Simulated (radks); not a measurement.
Task: The tin ion Sn6+ is in [Kr] 4d8. Calculated with a radial shooting solver on a logarithmic mesh with Libxc functionals: scalar-relativistic Kohn-Sham, r2SCAN, spin-polarised, spherical densities, finite nucleus; meta-GGA in the generalised Kohn-Sham scheme; Fermi nuclear charge, rms radius of each element as measured or else 0.836 A^(1/3) + 0.57 fm. Open shells are filled with parallel spins first. One electron is removed from 3d, 4d, 4s, 4p in turn, with full relaxation. Which removal costs least, and what does each cost?

Result: 4d 115.50 eV; 4p 184.80 eV; 4s 231.31 eV; 3d 588.72 eV. The 4d electron leaves first.
